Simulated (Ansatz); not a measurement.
Reaction (substitution at a C–B bond): `BCO[SiH3]` + H₂S → `[SiH3]OCS` + BH₃

Isolated molecules relaxed with PBE0-D4/def2-TZVP in Ansatz; ΔE leaves out vibrations. CBS: MP2 limit from def2 TZ/QZ plus the TZ coupled-cluster correction, frozen cores. This one scheme is used for every species. DFT in def2-TZVPP. Each species was taken in one conformer, which may not be the lowest.

```tsv
level	ΔE (kJ/mol)
BLYP-D4	51.9
PBE	57.2
```

(1) What does CCSD(T)/CBS give? (An estimate is asked.)

Largest T1 diagnostic among the species: 0.012.

Results:

(1) Computed: +51.8 kJ/mol. The listed levels differ from it by 0.1, 5.4 kJ/mol.

Leaving LDA and LC-ωPBE aside and taking each functional with its dispersion term where it has one, the values, not all of them listed here, spread over 9.4 kJ/mol, from revPBE-D4 to B97M-V. LDA lies +7.8 kJ/mol from PBE without D4. At CCSD(T), def2-SVP lies +4.2 kJ/mol from the extrapolated value and def2-TZVPP +0.5 kJ/mol.
